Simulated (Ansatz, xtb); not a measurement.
Relative energy of two isomers of C5H9FS

Structure I is `F[C@@H]1CC[C@H](S)C1`, a singlet and structure II is `F[C@@H]1CC[C@@H](S)C1`, a singlet. Both are isolated molecules in the gas phase, relaxed with r2SCAN-D4/def2-SVP, each in the lowest conformer that the search found.

Estimate which is lower in electronic energy at CCSD(T)/def2-SVP + ΔMP2/def2-TZVPP, and by roughly how much.

CCSD(T)/def2-SVP + ΔMP2/def2-TZVPP gives E(II) − E(I) = −0.61 kcal/mol, slightly favouring structure II, which is too small a margin to settle the true order.

Level by level:

| level | geometry | E(II) − E(I) (kcal/mol) | departure from the last row (kcal/mol) | job, with rough time for the two |
| --- | --- | --- | --- | --- |
| GFN2-xTB | GFN2-xTB | +0.58 | +1.19 | optimisation, 0.4 s |
| HF/STO-3G | GFN2-xTB | −1.28 | −0.67 | single point, 1.2 s |
| r2SCAN-D4/def2-SVP//GFN2-xTB | GFN2-xTB | +0.07 | +0.68 | single point, 15 s |
| r2SCAN-D4/def2-SVP | r2SCAN-D4/def2-SVP | +0.18 | +0.78 | optimisation, 2.8 min |
| HF/def2-SVP | r2SCAN-D4/def2-SVP | −1.15 | −0.54 | part of the CCSD(T) run |
| MP2/def2-SVP | r2SCAN-D4/def2-SVP | −0.17 | +0.44 | part of the CCSD(T) run |
| CCSD(T)/def2-SVP | r2SCAN-D4/def2-SVP | −0.14 | +0.47 | single point |
| CCSD(T)/def2-SVP + ΔMP2/def2-TZVPP | r2SCAN-D4/def2-SVP | −0.61 |  | single point, 4.9 min |

As drawn, both hold the same kinds of bond in the same numbers.

The largest departure from CCSD(T)/def2-SVP + ΔMP2/def2-TZVPP is that of GFN2-xTB, 1.19 kcal/mol. The last row adds to CCSD(T) the change of the MP2 difference between the two basis sets, here −0.47 kcal/mol.

With thermal terms from frequencies at re-optimised GFN2-xTB minima (ideal gas, soft modes damped towards free rotors, one conformer each, 298.15 K, 1 atm): the zero-point term adds −0.25 kcal/mol; ΔH is −0.69 and ΔG −1.22 kcal/mol.

The correlated steps freeze 11 core orbitals. Programs: Ansatz 0.2.0, xtb 6.7.1; the last row on 2 threads of Arm Neoverse N1 on a shared host.
